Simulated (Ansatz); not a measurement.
H3O4P, triplet, at a GFN2-xTB geometry (a higher spin typed on purpose: for a closed-shell molecule this is an excited state). Base run: HF/def2-SV(P) (Ansatz, a quantum-chemistry and plane-wave program).

Here is a job for Ansatz.
Ansatz 0.2 input:
```yaml
crystal:
  periodic: [false, false, false]
  atoms:
    - {symbol: O, position_ang: [0.77918714, 0.89800259, 1.38981789]}
    - {symbol: P, position_ang: [-0.01342712, -0.03654108, 0.29402552]}
    - {symbol: O, position_ang: [1.07614325, -0.55931002, -0.64721325]}
    - {symbol: O, position_ang: [-0.93075699, -1.31479553, -0.92120897]}
    - {symbol: O, position_ang: [-0.86101349, 1.15096454, -0.32530846]}
    - {symbol: H, position_ang: [1.63291358, 0.52824969, 1.60995054]}
    - {symbol: H, position_ang: [-0.53564913, -2.18592303, -0.95431307]}
    - {symbol: H, position_ang: [-1.40433700, 0.80689686, -1.03471785]}
basis:
  gaussian:
    orbitals: def2-SV_P_.json
hamiltonian:
  xc: hf
magnetization: {spin_polarized: true, initial_magnetization: 2}
```
The basis file holds def2-SV(P) in the JSON format of the Basis Set Exchange.

The base run was repeated with changes; each row names its change, and settings that it needs were set with it.

| change | ΔE vs base (kcal/mol) |
|---|---|
| base | 0.000 |
| nuclear_model = gaussian | 0.172 |
| point_charge = charge:-1.0 position_ang:-2.805, 4.4824, -1.1144 | 3.39 |
| point_charge = charge:1.0 position_ang:-3.9739, 3.1482, -1.9847 | -1.79 |
| accuracy = high | -0.014 |
| lower_state_search = full | 0.000 |
| lower_state_search = off | 0.000 |
| lower_state_search = light | 0.000 |
| fitting.mean_field = cc-pVTZ-JKFIT | 0.119 |
| fitting.mean_field = def2-universal-JKFIT | 0.222 |
| forces = on | 0.000 |
